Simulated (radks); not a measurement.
Isoelectronic series with 47 electrons, each ion in its NIST ground configuration. All-electron calculation, Dirac Kohn-Sham, LDA (Slater exchange, Perdew-Wang correlation), spin-unpolarised, spherical densities, point nucleus. Program: a radial shooting solver on a logarithmic mesh with Libxc functionals. Total energies (hartree) and mean radii <r> (bohr):

ion    configuration  E (hartree)  5s1/2   4d5/2   4d3/2
Ag     [Kr] 4d10 5s1  -5312.33799  3.109   1.433   1.406
Cd+    [Kr] 4d10 5s1  -5590.63661  2.621   1.283   1.264
In2+   [Kr] 4d10 5s1  -5877.09468  2.322   1.174   1.158
Sn3+   [Kr] 4d10 5s1  -6171.72175  2.107   1.088   1.075
Sb4+   [Kr] 4d10 5s1  -6474.54042  1.940   1.018   1.006
Te5+   [Kr] 4d10 5s1  -6785.58134  1.804  0.9581  0.9471
I6+    [Kr] 4d10 5s1  -7104.88091  1.691  0.9067  0.8965
Xe7+   [Kr] 4d10 5s1  -7432.48003  1.593  0.8616  0.8519
Cs8+   [Kr] 4d10 5s1   -7768.4233  1.509  0.8216  0.8123
Ba9+   [Kr] 4d10 5s1   -8112.7588  1.434  0.7857  0.7768
La10+  [Kr] 4d10 5s1   -8465.5373  1.367  0.7532  0.7446
Ce11+  [Kr] 4d10 5s1   -8826.8128  1.307  0.7237  0.7153
Pr12+  [Kr] 4d10 5s1   -9196.6420  1.253  0.6967  0.6885
Nd13+  [Kr] 4d10 5s1   -9575.0841  1.203  0.6718  0.6638
